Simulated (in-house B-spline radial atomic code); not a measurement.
**Ionising Pt IV (Pt3+) with different functionals**

Computed with a B-spline radial code for spherical atoms: four-component Dirac-Coulomb Hamiltonian, Fermi nucleus of rms radius 5.427 fm, spin-restricted, spherical fractional occupations for the functionals, and exact exchange of hybrids averaged over the configuration. The ionisation energy is the difference of two self-consistent energies, [Xe] 4f14 5d7 → [Xe] 4f14 5d6, without Breit or QED terms; ε is the level of the shell that loses the electron (mean over j). The electron is taken from both j subshells in proportion to 2j + 1, so the result is a j average, not the step between ground levels.

```json
{"method": "BHandHLYP", "rung": "global hybrid", "ΔSCF (eV)": "45.33", "-ε(5d) (eV)": "42.41"}
{"method": "PBE0", "rung": "global hybrid", "ΔSCF (eV)": "?", "-ε(5d) (eV)": "?"}
{"method": "HSE06", "rung": "range-separated hybrid", "ΔSCF (eV)": "45.52", "-ε(5d) (eV)": "40.20"}
{"method": "CAM-B3LYP", "rung": "range-separated hybrid", "ΔSCF (eV)": "?", "-ε(5d) (eV)": "?"}
```

What does PBE0 give?

ΔSCF 45.55 eV, and -ε(5d) = 40.64 eV.

What does CAM-B3LYP give?

ΔSCF 45.55 eV, and -ε(5d) = 42.15 eV.

Among the functionals, which spreads more, the ΔSCF values or the orbital energies?

The orbital energies: ΔSCF values span about 0.23 eV and the orbital energies 2.21 eV; here energy differences depend much less on the functional than eigenvalues do.

How do they compare with the NIST value?

NIST lists 43 eV ± 1.7 (tabulated theory, ground level to ground level). Errors run from +2.33 to +2.55 eV; all lie within about twice that uncertainty, so the table can't rank the methods.
